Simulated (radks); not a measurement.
Problem. All-electron atom: Pt LIX in [Ar] 3d2. Method: Dirac Kohn-Sham, PBE, spin-unpolarised, spherical densities, finite nucleus; open shells fill j = l - 1/2 first; Fermi nuclear charge, rms radius 5.427 fm; computed with a radial shooting solver on a logarithmic mesh with Libxc functionals.

Spin-orbit splittings of the eigenvalues, e(l+1/2) - e(l-1/2), with zeta = 2 splitting/(2l+1) and mean radii in bohr:

shell  occ.  splitting (eV)  zeta (eV)  <r> j=l-1/2  <r> j=l+1/2
2p        6            1752       1168      0.05864      0.06687
3p        6           443.7      295.8       0.1657       0.1785
3d        2           101.5      40.59       0.1533       0.1572
4p        0               ?          ?       0.3277       0.3451

Estimate the 4p splitting.

Solution. 167.6 eV (zeta = 111.7 eV).
